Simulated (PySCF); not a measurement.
Isomers of C3H2O2. All species are isolated molecules in the gas phase. One relaxed conformer stands for each flexible species; it need not be the lowest. Strings in code marks are SMILES.

The HOMO from two functionals at the same geometries (B3LYP-D3(BJ)/def2-TZVP), both in PySCF: PBE-D3(BJ)/def2-TZVP and M06-2X/def2-TZVP. 

```
species                          PBE-D3(BJ)/def2-TZVP (eV)
-------------------------------  -------------------------
`C#COC=O`                                            -6.70
`O=c1cc1O` (C–C–O–H torsion 0°)                      -5.56
`O=C1[C@H]2O[C@@H]12`                                -6.12
```

Task: What does M06-2X/def2-TZVP give for each?

Result: 
- `C#COC=O`: -9.20
- `O=c1cc1O` (C–C–O–H torsion 0°): -8.54
- `O=C1[C@H]2O[C@@H]12`: -8.89
Over these rows, drawn at random from the members with no instability flagged (it was tested for open shells, ions and some series alone), PBE minus M06-2X: mean +2.75 eV, from +2.50 eV to +2.98 eV.
